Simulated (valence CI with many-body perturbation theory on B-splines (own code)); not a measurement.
## E1 line list for Ta42+

Method: valence CI with perturbative core correlation (CI+MBPT): three valence electrons over a frozen Dirac-Fock core [Ar] 3d10, a basis of 11 s, 11 p, 9 d, 7 f, 5 g, 2 h, 1 i functions for each j, with the one-electron correlation potential Σ1, the two-electron term Σ2, the three-electron term Σ3, Breit, model QED; selected CI, second order for the rest (own B-spline code, finite nucleus).

The last digits are not significant, and no measured levels were compared; by estimate large intervals hold to a few tenths of a per cent, small ones and those within an open d or f shell to about a per cent.

Lines 151 to 200 of 275 in falling wavelength, among levels below 4533.6 × 10³ cm⁻¹, chosen from the strongest by gf and those to the six lowest levels. Wavelengths and rates use the calculated energies. Electric multipoles are in the length gauge, E1 and E2 with the static RPA response of the core. Weak lines are less certain than strong ones. Lines between different terms over intervals too small for the method are left out, as are lines whose strength nearly cancels. The highest levels of a list are the least certain.

Levels are named by their leading jj configuration (3d3/2^4 stands for four electrons in 3d with j = 3/2), which in mixed levels can hold well under half, so a name can repeat and another be missing. Letters in brackets count levels of one name in rising energy.

| λ vac (nm) | Upper | Lower | A (s⁻¹) | log gf | Branch % |
| --- | --- | --- | --- | --- | --- |
| 6.395 | (4p1/2 4p3/2 4d3/2) J=5/2 [b] | (4s 4p1/2 4d3/2) J=3/2 [b] | 3.43e+11 | 0.10 | 29.6 |
| 6.389 | (4p1/2 4p3/2 4d3/2) J=3/2 [a] | (4s 4p1/2 4d3/2) J=3/2 [a] | 1.56e+11 | -0.42 | 39.7 |
| 6.379 | (4p1/2 4p3/2 4d5/2) J=5/2 [a] | (4s 4p1/2 4d5/2) J=5/2 [a] | 3.51e+10 | -0.89 | 6.0 |
| 6.357 | (4s 4p1/2 4f7/2) J=7/2 [b] | (4s 4p1/2 4d3/2) J=5/2 | 2.84e+11 | 0.14 | 80.3 |
| 6.356 | (4s 4p3/2^2) J=1/2 | (4s^2 4p3/2) J=3/2 | 4.43e+11 | -0.27 | 98.9 |
| 6.355 | (4s 4p1/2 4p3/2) J=1/2 | (4s^2 4p1/2) J=1/2 | 6.28e+11 | -0.12 | 96.2 |
| 6.353 | (4p1/2 4p3/2 4d3/2) J=5/2 [a] | (4s 4p1/2 4d3/2) J=3/2 [a] | 4.52e+11 | 0.21 | 87.7 |
| 6.348 | (4p1/2 4p3/2 4d3/2) J=1/2 [a] | (4s 4p1/2 4d3/2) J=3/2 [a] | 4.14e+11 | -0.30 | 87.9 |
| 6.322 | (4s 4p3/2 4d3/2) J=1/2 [b] | (4s^2 4d3/2) J=3/2 | 6.84e+11 | -0.09 | 44.2 |
| 6.313 | (4p3/2^3) J=3/2 | (4s 4p3/2^2) J=1/2 | 2.95e+11 | -0.15 | 19.0 |
| 6.298 | (4s 4p3/2 4d5/2) J=3/2 [a] | (4s^2 4d3/2) J=3/2 | 8.25e+10 | -0.71 | 16.4 |
| 6.297 | (4p1/2 4p3/2 4d5/2) J=7/2 [b] | (4s 4p1/2 4d5/2) J=5/2 [b] | 4.72e+10 | -0.65 | 6.4 |
| 6.279 | (4p1/2 4p3/2 4d5/2) J=3/2 [b] | (4s 4p1/2 4d5/2) J=5/2 [b] | 1.74e+11 | -0.38 | 26.8 |
| 6.240 | (4p1/2 4p3/2^2) J=5/2 | (4s 4p1/2 4p3/2) J=5/2 | 1.64e+11 | -0.24 | 25.9 |
| 6.238 | (4s 4p3/2^2) J=3/2 | (4s^2 4p3/2) J=3/2 | 9.45e+11 | 0.34 | 99.3 |
| 6.237 | (4p1/2 4p3/2 4d5/2) J=1/2 | (4s 4p1/2 4d5/2) J=3/2 | 1.15e+11 | -0.87 | 16.9 |
| 6.200 | (4p1/2 4p3/2^2) J=3/2 | (4s 4p1/2 4p3/2) J=5/2 | 2.47e+10 | -1.25 | 2.4 |
| 6.174 | (4s 4p3/2 4d5/2) J=7/2 [b] | (4s^2 4d5/2) J=5/2 | 7.82e+10 | -0.45 | 7.4 |
| 6.157 | (4s 4p1/2 4f5/2) J=3/2 | (4s 4p1/2 4d3/2) J=3/2 [a] | 1.87e+11 | -0.37 | 42.4 |
| 6.155 | (4p1/2 4p3/2 4d5/2) J=7/2 [b] | (4s 4p1/2 4d5/2) J=7/2 | 9.62e+10 | -0.36 | 13.0 |
| 6.140 | (4s 4p1/2 4f7/2) J=7/2 [c] | (4s 4p1/2 4d3/2) J=5/2 | 3.20e+11 | 0.16 | 68.4 |
| 6.132 | (4s 4p3/2 4d3/2) J=5/2 [b] | (4s^2 4d3/2) J=3/2 | 1.20e+12 | 0.61 | 69.7 |
| 6.073 | (4s 4p3/2 4d5/2) J=3/2 [b] | (4s^2 4d5/2) J=5/2 | 2.47e+11 | -0.26 | 26.6 |
| 6.011 | (4p3/2^3) J=3/2 | (4s 4p3/2^2) J=5/2 | 9.95e+10 | -0.67 | 6.4 |
| 5.994 | (4p1/2 4p3/2^2) J=5/2 | (4s 4p1/2 4p3/2) J=3/2 [a] | 1.58e+09 | -2.29 | 0.2 |
| 5.970 | (4p1/2 4p3/2 4d3/2) J=5/2 [b] | (4s 4p1/2 4d3/2) J=5/2 | 8.43e+10 | -0.57 | 7.3 |
| 5.957 | (4p1/2 4p3/2^2) J=3/2 | (4s 4p1/2 4p3/2) J=3/2 [a] | 2.30e+11 | -0.31 | 22.2 |
| 5.954 | (4s 4p3/2 4d5/2) J=5/2 [b] | (4s^2 4d5/2) J=5/2 | 2.02e+11 | -0.19 | 16.7 |
| 5.911 | (4p1/2 4p3/2 4d5/2) J=5/2 [b] | (4s 4p1/2 4d5/2) J=5/2 [a] | 1.23e+11 | -0.41 | 10.5 |
| 5.866 | (4p1/2 4p3/2^2) J=1/2 | (4s 4p1/2 4p3/2) J=3/2 [a] | 1.55e+10 | -1.79 | 2.5 |
| 5.783 | (4p1/2 4p3/2 4d3/2) J=5/2 [b] | (4s 4p1/2 4d3/2) J=3/2 [a] | 4.28e+10 | -0.89 | 3.7 |
| 5.428 | (4s 4p1/2 4d3/2) J=3/2 [a] | (4s 4p1/2^2) J=1/2 | 2.37e+10 | -1.38 | 45.9 |
| 5.416 | (4s 4p3/2 4d3/2) J=5/2 [a] | (4s 4p1/2 4p3/2) J=3/2 [b] | 1.44e+10 | -1.42 | 1.7 |
| 5.403 | (4p1/2 4p3/2 4d3/2) J=3/2 [a] | (4p1/2^2 4p3/2) J=3/2 | 6.24e+10 | -0.96 | 15.8 |
| 5.399 | (4s 4p3/2 4d3/2) J=3/2 [a] | (4s 4p1/2 4p3/2) J=3/2 [b] | 1.81e+08 | -3.50 | 0.0 |
| 5.398 | (4s 4p3/2 4d3/2) J=1/2 [a] | (4s 4p1/2 4p3/2) J=3/2 [b] | 1.99e+10 | -1.76 | 2.4 |
| 5.327 | (4s^2 4f5/2) J=5/2 | (4s 4p1/2 4p3/2) J=3/2 [b] | 2.85e+11 | -0.14 | 61.7 |
| 5.300 | (4s 4p1/2 4f5/2) J=5/2 [b] | (4p1/2^2 4p3/2) J=3/2 | 2.39e+11 | -0.22 | 59.5 |
| 5.179 | (4s 4p1/2 4f7/2) J=5/2 | (4p1/2^2 4p3/2) J=3/2 | 7.76e+10 | -0.73 | 19.6 |
| 5.160 | (4s 4p3/2 4d3/2) J=3/2 [b] | (4s 4p1/2 4p3/2) J=1/2 | 4.10e+11 | -0.18 | 36.3 |
| 5.154 | (4s 4p3/2 4d3/2) J=5/2 [a] | (4s 4p1/2 4p3/2) J=5/2 | 4.63e+11 | 0.04 | 55.2 |
| 5.138 | (4s 4p3/2 4d3/2) J=3/2 [a] | (4s 4p1/2 4p3/2) J=5/2 | 1.62e+11 | -0.59 | 18.0 |
| 5.112 | (4s 4p3/2 4d3/2) J=7/2 | (4s 4p1/2 4p3/2) J=5/2 | 7.10e+11 | 0.35 | 100.0 |
| 5.106 | (4s 4p3/2 4d3/2) J=3/2 [b] | (4s 4p1/2 4p3/2) J=3/2 [b] | 3.81e+11 | -0.22 | 33.8 |
| 5.074 | (4s^2 4f5/2) J=5/2 | (4s 4p1/2 4p3/2) J=5/2 | 1.17e+11 | -0.57 | 25.3 |
| 5.039 | (4p1/2 4p3/2 4d3/2) J=3/2 [b] | (4p1/2^2 4p3/2) J=3/2 | 1.10e+12 | 0.22 | 78.3 |
| 4.999 | (4s 4p1/2 4d3/2) J=1/2 | (4s 4p1/2^2) J=1/2 | 1.14e+12 | -0.07 | 96.4 |
| 4.994 | (4s^2 4d3/2) J=3/2 | (4s^2 4p1/2) J=1/2 | 1.10e+12 | 0.22 | 99.8 |
| 4.993 | (4p1/2 4p3/2 4d3/2) J=1/2 [b] | (4p1/2^2 4p3/2) J=3/2 | 9.97e+11 | -0.13 | 72.8 |
| 4.985 | (4s 4p3/2 4d3/2) J=5/2 [a] | (4s 4p1/2 4p3/2) J=3/2 [a] | 3.51e+11 | -0.11 | 41.8 |
